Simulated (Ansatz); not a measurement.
`CC(C)(C)OS(=O)(=O)CC(F)(F)C(F)F` with charge +1. The state is a doublet with charge 1. Geometry r2SCAN-D4/def2-SVP; atoms count from 1.

```xyz
27

C     0.498    0.319   -2.710
C    -0.096   -0.568   -1.494
C     0.865   -1.771   -1.351
C    -1.539   -0.920   -1.743
O     0.160    0.238   -0.377
S    -1.047    1.176    0.431
O    -2.060    0.280    0.948
O    -1.350    2.221   -0.537
C     0.007    1.817    1.729
C     0.985    0.862    2.430
F     1.460    1.545    3.491
F     2.017    0.572    1.611
C     0.399   -0.459    2.949
F    -0.743   -0.192    3.599
F     0.127   -1.256    1.881
H     0.413   -0.319   -3.601
H     1.542    0.585   -2.510
H    -0.139    1.213   -2.764
H     1.893   -1.445   -1.146
H     0.504   -2.368   -0.498
H     0.834   -2.359   -2.278
H    -1.941   -1.494   -0.891
H    -1.606   -1.536   -2.650
H    -2.173   -0.030   -1.879
H     0.583    2.642    1.282
H    -0.712    2.217    2.463
H     1.119   -0.967    3.615
```

Question: Estimate the Mulliken populations from the PBE0/def2-SVP orbitals of Ansatz.

Answer: 
```tsv
atom	charge (e)	spin (α − β)
C1	0.04	0.22
C2	-0.28	0.08
C3	0.02	0.09
C4	-0.03	0.01
O5	-0.30	0.43
S6	0.88	-0.05
O7	-0.32	0.05
O8	-0.35	0.10
C9	-0.09	0.00
C10	0.28	0.00
F11	-0.18	0.00
F12	-0.19	0.00
C13	0.46	0.00
F14	-0.19	0.00
F15	-0.22	0.01
H16	0.12	0.01
H17	0.12	-0.01
H18	0.12	0.00
H19	0.10	0.00
H20	0.12	0.02
H21	0.11	0.00
H22	0.13	0.02
H23	0.10	0.00
H24	0.11	0.01
H25	0.16	0.00
H26	0.18	0.00
H27	0.10	0.00
```
Mulliken values depend strongly on the basis.

Question: Where does the spin sit?

Answer: Summed by element: C 0.40, O 0.59, S -0.05, F 0.01, H 0.06, of 1 unpaired in all. Largest on single atoms: O5 0.43, C1 0.22, O8 0.10.

Question: And the Mayer bond orders between heavy atoms (over 0.3)?

Answer: C1–C2 0.83 (1.62 Å); C2–C3 0.95 (1.55 Å); C2–C4 1.06 (1.51 Å); C2–O5 0.97 (1.40 Å); O5–S6 0.68 (1.73 Å); S6–O7 1.78 (1.45 Å); S6–O8 1.73 (1.46 Å); S6–C9 0.86 (1.79 Å); C9–C10 0.98 (1.54 Å); C10–F11 1.08 (1.35 Å); C10–F12 1.07 (1.35 Å); C10–C13 0.93 (1.54 Å); C13–F14 1.08 (1.34 Å); C13–F15 1.01 (1.36 Å).
